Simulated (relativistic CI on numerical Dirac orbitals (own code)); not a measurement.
Computed by Dirac-Coulomb-Breit CI, separate exchange-only KLI orbitals for each configuration, QED by a radiative potential, unscaled Slater integrals (own radial code, finite nucleus).

Configuration list (outside the closed core 1s2): 2s2.2p5, 2s.2p6, 2p6.3s, 2p6.3p, 2p6.3d, 2s2.2p4.3s, 2s2.2p4.3p, 2s2.2p4.3d, 2s.2p5.3s, 2s.2p5.3p, 2s.2p5.3d, 2s2.2p4.4s, 2s2.2p4.4p, 2s2.2p4.4d, 2s2.2p4.4f, 2s.2p5.4s, 2s.2p5.4p, 2s.2p5.4d, 2s2.2p3.3s2, 2s.2p5.4f, 2s2.2p4.5s, 2s2.2p4.5p, 2s2.2p3.3s.3p, 2s2.2p4.5d, 2s2.2p4.5f, 2s2.2p4.5g, 2s2.2p3.3p2, 2s2.2p3.3s.3d, 2s2.2p3.3p.3d, 2s.2p4.3s2, 2s.2p4.3s.3p, 2s2.2p3.3d2, 2s.2p5.5s, 2s.2p5.5p, 2s.2p4.3p2, 2s.2p5.5d. Levels of other configurations are missing.

At this charge energies of transitions that change n are usually good to better than 1 %, and those within a shell (Δn = 0) to a few per cent.

Outline of the computed level scheme of Se XXVI. Lowest level of each configuration: 2s2.2p5 2P°_3/2 at 0.00 eV; 2s.2p6 2S_1/2 at 212.58 eV; 2s2.2p4.3s 4P_5/2 at 1499.89 eV; 2s2.2p4.3p 4P°_3/2 at 1544.78 eV; 2s2.2p4.3d 4D_5/2 at 1612.04 eV.

Some strong electric-dipole decays among the lowest 45 levels: 2s2.2p4.3d 2F_5/2 → 2s2.2p5 2P°_3/2 (2.9e+13 s⁻¹); 2s2.2p4.3d 2D_3/2 → 2s2.2p5 2P°_3/2 (2.0e+13 s⁻¹); 2s2.2p4.3d 4P_1/2 → 2s2.2p5 2P°_3/2 (2.0e+13 s⁻¹); 2s2.2p4.3d 2D_5/2 → 2s2.2p5 2P°_3/2 (1.8e+13 s⁻¹); 2s2.2p4.3d 4F_3/2 → 2s2.2p5 2P°_3/2 (1.5e+13 s⁻¹); 2s2.2p4.3s 2P_3/2 → 2s2.2p5 2P°_3/2 (7.0e+12 s⁻¹); 2s2.2p4.3s 2D_3/2 → 2s2.2p5 2P°_1/2 (4.7e+12 s⁻¹); 2s2.2p4.3s 2P_1/2 → 2s2.2p5 2P°_1/2 (4.5e+12 s⁻¹).

LS names give the leading component of a level, which can be under half, so a name can repeat, a term be missing and a line seem to break the LS rules.
